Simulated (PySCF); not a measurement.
# Substituent effects on chemical shifts

Parent skeleton `[SiH3:1][SiH2:2][PH2:3]`; one hydrogen on atom 1 is replaced by X. Hydrogens on one atom are averaged.

Relativity neglected, fast rotation and ring inversion assumed for equivalent nuclei, in vacuum, one conformer. Shielding tensors at PBE0/pcSseg-1 (GIAO); PBE0-D3(BJ)/def2-SVP geometry; PySCF.

Referencing at the same level of theory: ²⁹Si (σ = 351.99 ppm), ¹H (σ = 31.27 ppm) against TMS; ³¹P (σ = 310.13 ppm) against H3PO4.

Parent (X = H): Si1 -102.9, Si2 -81.3, P3 -294.0, H(Si1) 3.59, H(Si2) 4.11, H(P3) 1.80 ppm. Effects are Δδ = δ(X) − δ(H), positive for deshielding.

(1) Give Δδ (ppm) for X = OC2H5, CF=CF2, CONMe2, cPr, isopropenyl.

(2) Which position responds most, and to which substituents?

Answers

(1) 
```
          X                   SMILES    Si1   Si2     P3  H(Si1)  H(Si2)  H(P3)
      OC2H5         CCO[SiH2][SiH2]P  +84.1  -4.0  -18.2   +1.34   -0.18  -0.52
     CF=CF2  FC(F)=C(F)[SiH2][SiH2]P  +25.4  -0.4   -4.6   +0.78   +0.08  -0.01
     CONMe2  CN(C)C(=O)[SiH2][SiH2]P  +33.8  +3.1   +0.0   +0.99   +0.21  -0.11
        cPr       P[SiH2][SiH2]C1CC1  +48.8  -8.3   -6.2   +0.62   -0.30  -0.11
isopropenyl      C=C(C)[SiH2][SiH2]P  +40.4  -4.7   -4.0   +0.70   -0.06  -0.05
```

(2) Si1: from +25.4 ppm with CF=CF2 to +84.1 ppm with OC2H5.

Experimental scales use liquid or dissolved standards, which lie at an offset from isolated H3PO4.
